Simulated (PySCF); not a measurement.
# Basis-set dependence of population analyses: trichlorofluorosilane

Compound: trichlorofluorosilane, Cl₃FSi.
Numbering: `[F:1][Si:2]([Cl:3])([Cl:4])[Cl:5]`

PBE0 throughout (PySCF), one geometry, spherical d and f functions. Geometry: PBE0-D3(BJ)/def2-SVP; no solvent, vibrations or thermal averaging. Atoms taken as equivalent share a column and are averaged.

Mulliken charges (e):

| basis | functions | F1 | Si2 | Cl3/Cl4/Cl5 |
| --- | --- | --- | --- | --- |
| STO-3G | 41 | -0.176 | +1.009 | -0.278 |
| 6-31G | 61 | -0.382 | +0.881 | -0.166 |
| pcSseg-0 | 61 | -0.432 | +1.321 | -0.297 |
| 6-31G* | 86 | -0.340 | +0.857 | -0.172 |
| cc-pVDZ | 86 | -0.264 | +0.706 | -0.148 |
| def2-SVP | 86 | -0.298 | +0.878 | -0.193 |
| aug-cc-pVDZ | 131 | -0.617 | +1.503 | -0.295 |
| cc-pVTZ | 166 | -0.238 | +0.667 | -0.143 |
| 6-311+G(2d,p) | 167 | -0.494 | +1.088 | -0.198 |
| def2-TZVP | 179 | -0.267 | +0.759 | -0.164 |
| IGLO-III | 211 | -0.417 | +1.322 | -0.302 |

IAO charges (e):

| basis | functions | F1 | Si2 | Cl3/Cl4/Cl5 |
| --- | --- | --- | --- | --- |
| STO-3G | 41 | -0.311 | +1.000 | -0.229 |
| 6-31G | 61 | -0.467 | +1.094 | -0.209 |
| pcSseg-0 | 61 | -0.457 | +1.117 | -0.220 |
| 6-31G* | 86 | -0.500 | +1.278 | -0.259 |
| cc-pVDZ | 86 | -0.498 | +1.274 | -0.259 |
| def2-SVP | 86 | -0.500 | +1.279 | -0.260 |
| aug-cc-pVDZ | 131 | -0.509 | +1.292 | -0.261 |
| cc-pVTZ | 166 | -0.515 | +1.324 | -0.270 |
| 6-311+G(2d,p) | 167 | -0.515 | +1.309 | -0.265 |
| def2-TZVP | 179 | -0.519 | +1.333 | -0.271 |
| IGLO-III | 211 | -0.518 | +1.313 | -0.265 |

Problem. Which scheme is steadiest as the basis changes?

Solution. Largest range over the bases for any column: IAO 0.33 e, Mulliken 0.84 e. IAO charges move least and Mulliken charges most, counted in e. Without the minimal STO-3G basis the ranges are IAO 0.24, Mulliken 0.84 e.

Problem. How much do the charges still move between the two largest bases, def2-TZVP and IGLO-III?

Solution. At most, over all atoms: Mulliken 0.564 e, IAO 0.020 e.

Problem. What do the same runs give for the total energy, the frontier levels and the dipole moment?

Solution. 
| basis | energy (Eh) | HOMO (eV) | LUMO (eV) | μ (D) |
| --- | --- | --- | --- | --- |
| STO-3G | -1749.6754 | -7.98 | 1.34 | 1.43 |
| 6-31G | -1769.2367 | -10.19 | -1.72 | 0.62 |
| pcSseg-0 | -1767.2812 | -10.27 | -1.52 | 0.22 |
| 6-31G* | -1769.4026 | -9.73 | -0.62 | 0.35 |
| cc-pVDZ | -1769.4914 | -9.62 | -0.46 | 0.58 |
| def2-SVP | -1768.8794 | -9.56 | -0.13 | 0.58 |
| aug-cc-pVDZ | -1769.5120 | -9.70 | -0.90 | 0.63 |
| cc-pVTZ | -1769.6064 | -9.67 | -0.48 | 0.58 |
| 6-311+G(2d,p) | -1769.5698 | -9.68 | -0.87 | 0.75 |
| def2-TZVP | -1769.5951 | -9.66 | -0.47 | 0.65 |
| IGLO-III | -1769.5712 | -9.55 | -0.41 | 0.73 |

The dipole is fixed by the density alone, so its range of 1.21 D shows that the density itself changes with the basis, not only its division among atoms.
